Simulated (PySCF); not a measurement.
Bi⁵⁸⁺: ionisation energy

Bi⁵⁸⁺ [Ar] 3d7 (4F) → Bi⁵⁹⁺ [Ar] 3d6 (5D), as a difference of total energies. Calculation: PySCF 2.14, in an even-tempered Gaussian basis (17 s from 15 bohr⁻², ratio 2.5; 13 p from 20 bohr⁻², ratio 2.5; 7 d from 20 bohr⁻², ratio 2.5; 4 f from 78 bohr⁻², ratio 2.7; 3 g from 120 bohr⁻², ratio 2.7); scalar relativity by spin-free X2C-1e. Correlated levels: outer shells: [Ne] frozen; virtual orbitals above 40 to 60 times the deepest correlated orbital energy dropped. The calculations carry no spin-orbit coupling.

```
                method  ionisation energy (eV)
                   UHF                  6093.7
                   LDA                  6092.2
                   PBE                  6093.7
                  PBE0                  6094.3
                r2SCAN                  6096.2
                  BLYP                  6094.1
               r2SCAN0                  6096.1
    MP2 (outer shells)                  6094.9
SCS-MP2 (outer shells)                  6095.1
```

Spin-orbit coupling is strong in these open shells (close to jj coupling). The scalar numbers leave it out and a first-order estimate fails, so it can dominate the gap to the real levels.

Breit and QED terms and the two-electron picture change are absent.

For comparison: 6054 ± 6 eV (theoretical estimate listed by NIST; NIST Atomic Spectra Database, ionization energies).
